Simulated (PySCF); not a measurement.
**Computed structure and properties of Pb(NH2)4**

System: Pb(NH2)4 (singlet); start: displaced along the imaginary mode (S4). Method: PySCF 2.14.0, RKS PBE0, Pb def2-SVP with ECP60, N def2-SVP, H def2-SVP; non-relativistic Hamiltonian with scalar-relativistic core potentials where named; density fitting; no spin-orbit coupling.

Input of the relaxation:

```python
mol = gto.M(atom='''
Pb     0.00000    -0.00000     0.00000
N      1.05835     1.33559     1.31801
H      1.48612     0.74088     2.07592
H      1.86427     1.75130     0.78112
N     -1.05835    -1.31801     1.33559
H     -1.86427    -0.78112     1.75130
H     -1.48612    -2.07592     0.74088
N      1.05835    -1.33559    -1.31801
H      1.86427    -1.75130    -0.78112
H      1.48612    -0.74088    -2.07592
N     -1.05835     1.31801    -1.33559
H     -1.48612     2.07592    -0.74088
H     -1.86427     0.78112    -1.75130''',
    basis={'Pb': 'def2-SVP', 'N': 'def2-SVP', 'H': 'def2-SVP'},
    ecp={'Pb': 'def2-SVP'},
    charge=0, spin=0)
mf = dft.RKS(mol, xc='PBE0')
mf.grids.atom_grid = (50, 194)
mf = mf.density_fit()  # fitting sets: Pb def2-universal-JKFIT, N def2-universal-JKFIT, H def2-universal-JKFIT
mf.conv_tol = 1e-08; mf.max_cycle = 55
mf.kernel(dm0)  # dm0: converged density of the start geometry
# quasi-Newton relaxation in Cartesian coordinates to a largest gradient under 0.00045 Eh/bohr, steps kept in the point group
```

Run from Python with OMP_NUM_THREADS=2; the lines above give its settings. Where DIIS fails, smearing, a level shift and second-order steps follow.
It took 25 s on 2 threads of Arm Neoverse V1, with other jobs on the host, from the converged density of the start.

Course of the relaxation:

| step | energy above end (eV) | largest force component within the symmetry (eV/Å) |
| --- | --- | --- |
| 0 | 0.1660 | 1.319 |
| 1 | 0.0034 | 0.075 |
| 2 | 0.0002 | 0.028 |
| 3 | 0.0000 | 0.011 |
| 4 | 0.0000 | 0.001 |

Relaxed geometry (S4):

```xyz
13

Pb    0.0000    0.0000    0.0000
N     1.0669    1.3299    1.3162
H     1.4841    0.7589    2.0544
H     1.8513    1.7353    0.8016
N    -1.0669   -1.3162    1.3299
H    -1.8513   -0.8016    1.7353
H    -1.4841   -2.0544    0.7589
N     1.0669   -1.3299   -1.3162
H     1.8513   -1.7353   -0.8016
H     1.4841   -0.7589   -2.0544
N    -1.0669    1.3162   -1.3299
H    -1.4841    2.0544   -0.7589
H    -1.8513    0.8016   -1.7353
```

```json
{"contact": "Pb1–N2 (NH2)", "Å": "2.154"}
{"contact": "Pb1–N5 (NH2)", "Å": "2.154"}
{"contact": "Pb1–N8 (NH2)", "Å": "2.154"}
{"contact": "Pb1–N11 (NH2)", "Å": "2.154"}
```

On the finer grid (75, 302):

| Item | Value |
| --- | --- |
| HOMO | -6.69 eV |
| LUMO | -1.27 eV |
| Dipole about the centre of mass | 0.00 D |
| Set of Mulliken populations of Pb1 outside the core potential | s 3.27, p 7.72, d 10.27 |
| D3(BJ) dispersion energy (not in the energies) | -0.239 eV |

```csv
atom,Mulliken (e),Löwdin (e),spin (e)
Pb1,0.74,0.61,0.00
N2,-0.45,-0.28,0.00
H3,0.14,0.06,0.00
H4,0.13,0.06,0.00
N5,-0.45,-0.28,0.00
H6,0.13,0.06,0.00
H7,0.14,0.06,0.00
N8,-0.45,-0.28,0.00
H9,0.13,0.06,0.00
H10,0.14,0.06,0.00
N11,-0.45,-0.28,0.00
H12,0.14,0.06,0.00
H13,0.13,0.06,0.00
```

On the grid (50, 194), as all that follows. Harmonic modes: 1 unstable but soft, so probably a saddle point, though modes this soft are near the noise (counted below −25 cm⁻¹); lowest -52 cm⁻¹ (negative: unstable), highest 3610 cm⁻¹, zero-point energy 2.723 eV.

Taking off one NH2 (charge -1, singlet; the rest: singlet) in vacuum, both parts rigid, costs 11.03 eV; the small basis without counterpoise inflates it. Most of it is the attraction of opposite charges; other ways to part are cheaper, and one spin state was tried for the rest.

Rigid scan of NH2 along the line from its metal:

distance to N2 (Å), energy (eV) and a bar:
```
     1.85      1.079 ##########
     1.95      0.408 ####
     2.05      0.087 #
     2.15      0.000 
     2.25      0.065 #
     2.35      0.225 ##
     2.55      0.692 #######
     2.85      1.471 ##############
     3.25      2.356 #######################
     3.75      3.139 ##############################
```

One start shape was tried, so this needn't be the lowest isomer.
